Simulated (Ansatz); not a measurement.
Consider the formal loss of a carbene: `[SiH3]C[SiH]1CO1` → `[SiH3][SiH]1CO1` + `[CH2]` (triplet).

Computed with Ansatz on PBE0-D4/def2-TZVP structures; ΔE is electronic, products minus reactants. CCSD(T)/CBS is the MP2 limit (def2-TZVPP, def2-QZVPP) plus CCSD(T) − MP2 in def2-TZVPP, frozen cores. This one scheme is used for every species. Functionals use def2-TZVPP. Triplets are unrestricted, without spin–orbit coupling. One conformer a species, not always the lowest.

`[SiH3]C[SiH]1CO1`:

```xyz
13

Si    1.003    1.076   -1.441
C     0.866   -0.533   -0.484
Si   -0.078   -0.374    1.098
C    -1.876   -0.476    1.197
O    -1.041   -1.633    1.591
H     1.510    2.158   -0.555
H     1.937    0.928   -2.588
H    -0.335    1.472   -1.953
H     0.371   -1.280   -1.112
H     1.875   -0.898   -0.262
H     0.700    0.305    2.159
H    -2.490   -0.683    0.322
H    -2.441   -0.062    2.030
```

`[SiH3][SiH]1CO1`:

Z-matrix (Å, degrees):
```
Si
Si 1 2.329
H 1 1.487 2 110.7
H 1 1.488 2 109.4 3 119.8
H 1 1.485 2 108.8 3 -120.5
C 2 1.814 1 121.8 3 132.9
O 2 1.674 1 116.3 3 76.2
H 2 1.485 1 116.7 3 -65.1
H 6 1.089 2 121.0 1 160.4
H 6 1.088 2 122.0 1 1.6
```

`[CH2]` (triplet):

Cartesian coordinates in Å:
```
C -0.231 0.149 -0.028
H -0.238 -0.467 0.859
H 0.469 0.318 -0.831
```

CCSD(T)/CBS gives +5.06 eV.

Task: Another level gave +3.56 eV. Which?
A. HF/def2-TZVPP
B. ωB97X-V/def2-TZVPP
C. r2SCAN/def2-TZVPP
D. CCSD(T)/def2-TZVPP

Result: A. HF/def2-TZVPP 3.56, CCSD(T)/def2-TZVPP 4.93, ωB97X-V 5.14, r2SCAN 4.76 eV.

Largest T1 diagnostic among the species: 0.015.

The D4 term adds +0.13 eV with B3LYP and +0.07 eV with PBE0; it sums over pairs of atoms, weighted by their polarisabilities, and B3LYP, whose exchange is more repulsive, gets the larger term. In def2-TZVPP, CCSD(T) changes the Hartree–Fock value by +1.37 eV (the triples alone add +0.11 eV) and MP2 by +1.59 eV.

B3LYP here is the variant with VWN-RPA as its local correlation; programs differ in this.
